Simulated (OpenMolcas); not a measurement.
**Ba I: effect of the IPEA shift**

```
Program             : OpenMolcas 26.06
Basis               : ANO-RCC-VTZP [8s7p4d2f1g]
Scalar Hamiltonian  : DKH2, point nucleus
Active space        : 2 electrons in 4 orbitals (6s 6p)
State averaging     : 2S+1 = 3 even, 3 roots; 2S+1 = 1 even, 6 roots; 2S+1 = 3 odd, 3 roots; 2S+1 = 1 odd, 3 roots
Spin-orbit coupling : state interaction with AMFI integrals over the reference wave functions, term energies averaged over their components
```

Methods on the same reference wave functions:
A. CASSCF
B. SS-CASPT2, IPEA 0 Eh, imaginary shift 0.1 Eh (closed shells correlated: 5s 5p)
C. SS-CASPT2, IPEA 0.25 Eh, imaginary shift 0.1 Eh (closed shells correlated: 5s 5p)

Energies in cm-1 above 6s2 1S0, the measured ground level; measured values from NIST Handbook of Basic Atomic Spectroscopic Data.

```json
{"Level": "6s2 1S0", "A": "0.0", "B": "0.0", "C": "0.0", "Measured": "0.0"}
{"Level": "6s 6p 3P* 0", "A": "10234", "B": "11630", "C": "11850", "Measured": "12266"}
{"Level": "6s 6p 3P* 1", "A": "10499", "B": "11890", "C": "12120", "Measured": "12637"}
{"Level": "6s 6p 3P* 2", "A": "11041", "B": "12440", "C": "12660", "Measured": "13515"}
{"Level": "6s 6p 1P* 1", "A": "22847", "B": "20230", "C": "21550", "Measured": "18060"}
{"Level": "6p2 3P0", "A": "30200", "B": "32110", "C": "32640", "Measured": ""}
{"Level": "6p2 3P1", "A": "30442", "B": "32350", "C": "32880", "Measured": ""}
{"Level": "6p2 3P2 [52 %]", "A": "30897", "B": "32500", "C": "33150", "Measured": ""}
{"Level": "6p2 1D2 [52 %]", "A": "34799", "B": "33210", "C": "33950", "Measured": ""}
```

Deviations, from unrounded energies. A percentage is the sum of absolute deviations over the sum of measured energies, with the sign that they share, or ± where signs differ.

```tsv
Against measurement	Levels	A	B	C
mean absolute deviation (cm-1)	4	2900	1200	1300
other configurations (%)	4	±20.2	±8.2	±9.3
```

B lies closest to measurement on these levels and A furthest from it. The largest miss of B in the table is 6s 6p 1P* 1, by +2200 cm-1. The ranking rests on the paired levels alone, and a cruder setting can come out closer through cancelling errors.

Between B and C the level of the table that moves most is 6s 6p 1P* 1, by 1300 cm-1 (lowest in B, highest in C). Moves below CASPT2's spread within the term are not significant.

The mean deviations of B to C differ by less than CASPT2's widest spread within a term (210 cm-1), so their order carries little weight.

The lowest spin-free term lies below A's lowest term by 0.183 hartree in B, 0.181 hartree in C.

CASPT2 breaks the degeneracy within a term, and the mean is taken; among the terms shown or strongly mixed into the levels shown the widest spread is 210 cm-1 (6p2 1D, C). The ¹D term of p² mixes with s d, which this space lacks. Computed and measured levels are paired by configuration, term and J; levels that our copy of the source lacks, or whose pairing is in doubt (as where it misses far off the trend of its configuration), stay unpaired and out of the deviations. Only configurations of the active space appear.

A share in square brackets marks a mixed level and gives the weight of the term that names it, the lowest over the columns. * marks odd parity.
